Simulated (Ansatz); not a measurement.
Ansatz results at the PBE0-D4/def2-TZVP geometry: HOMO energy (PBE/def2-TZVPP) -7.65 eV; LUMO energy (PBE/def2-TZVPP) -0.98 eV; HOMO energy (ωB97M-V/def2-TZVPP) -11.27 eV.

Task: Which molecule gave them?
A. `C[Si](N)(O)[SiH3]`
B. `[SiH3]Cl`
C. `N[Si](N)(O)Br`
D. `C[SiH](F)C#N`

Result: B. The others give `C[Si](N)(O)[SiH3]`: -5.83, -0.37, -9.23; `C[SiH](F)C#N`: -8.33, -1.99, -11.97; `N[Si](N)(O)Br`: -6.24, -0.21, -9.97.
